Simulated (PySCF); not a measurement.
# Bond curve of BeZn

Set-up: PySCF, no relativity, basis sets Be def2-SVPD, Zn def2-SVPD. Energies in eV from Be + Zn in their ground configurations at the same level. All curves are PBE0. state 1: ¹Σ⁺ (singlet), closed shell; state 2: triplet, unpaired electrons σ ↑, π ↑, a second solution, started from another occupation; state 3: Ms = 0 determinant of mixed spin (⟨S²⟩ near 1.0), unpaired electrons σ ↑, π ↓, a second solution, started from another occupation.

```
R (Å)  state 1  state 2  state 3
2.423  -0.0857   1.0355   1.5092
2.535  -0.1458   1.1396   1.6347
2.648  -0.1767   1.2579   1.7788
2.732  -0.1869   1.3491   1.8926
2.817  -0.1895   1.4388   2.0076
2.901  -0.1868   1.5244   2.1214
3.014  -0.1779   1.6295   2.2679
3.155  -0.1622   1.7441   2.4377
3.324  -0.1406   1.8566   2.6168
3.549  -0.1120   1.9687   2.8084
```

**Question.** Put a parabola through the three lowest points of the state 1 curve and estimate Re, k and ωe (reduced mass 7.899 u; 1 eV/Å² = 0.16022 mdyn/Å; ωe = 1302.8·√(k/μ) cm⁻¹).

**Answer.** Through R = 2.732, 2.817, 2.901 Å the second-order coefficient is 0.371 eV/Å², so Re ≈ 2.816 Å, k ≈ 0.119 mdyn/Å and ωe ≈ 160 cm⁻¹. A polynomial fit of higher order to the unrounded PBE0 energies gives Re = 2.811 Å, k = 0.120 mdyn/Å, ωe = 161 cm⁻¹; anharmonicity and rounding make the difference.

The higher-order fit for each curve: state 1: Re = 2.811 Å, ωe = 161 cm⁻¹, De = 0.189 eV. State 2 gave no clean fit. State 3 gave no clean fit.

Closed-shell solutions of metal pairs were not tested for spin polarisation, which can lower them a little. The bond is weak. Basis-set superposition, not corrected here, can be much of De in a small basis, most of all at correlated wavefunction levels. Functionals without a dispersion term scatter widely for such bonds, and LDA overbinds them.
